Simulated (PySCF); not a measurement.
TeC and its ions

PBE0; PySCF, scalar-relativistic core potentials, basis sets Te def2-SVPD with ECP28, C def2-SVPD. Neutral (UKS): singlet (closed shell), Re = 1.891 Å, ωe = 900 cm⁻¹, De = 4.64 eV, HOMO -8.04 eV, LUMO -2.87 eV.

TeC⁻ (UKS): doublet (π ↑), Re = 2.009 Å, ωe = 685 cm⁻¹, De = 3.70 eV to Te⁻ + C. The energies at the minima are -305.91902 hartree for TeC and -305.95946 for TeC⁻.

Q: Work out the adiabatic electron affinity, without and with harmonic zero-point energies (1 hartree = 27.2114 eV, 1 eV = 8065.5 cm⁻¹), and the change of the bond length.

A: At PBE0: 0.04044 hartree = 1.100 eV between the minima; the zero-point term (900.0 − 685.0)/2 cm⁻¹ = +0.013 eV makes it 1.114 eV. Re changes by +11.8 pm against the neutral. The electron enters a π orbital, and the longer bond of the ion fits an antibonding orbital, or a change in how ionic the bond is.

Spin–orbit coupling is left out, which matters for elements this heavy, above all for dissociation energies. For an ion De counts to the pair picked by the measured ionisation energies or electron affinities, which need not be the lowest pair at this level. The highest Kohn–Sham level is positive in this anion. Much of that is self-interaction error, but it also means that the finite basis helps to hold the extra electron. States were picked by a PBE0 search and need not be the measured ground states.
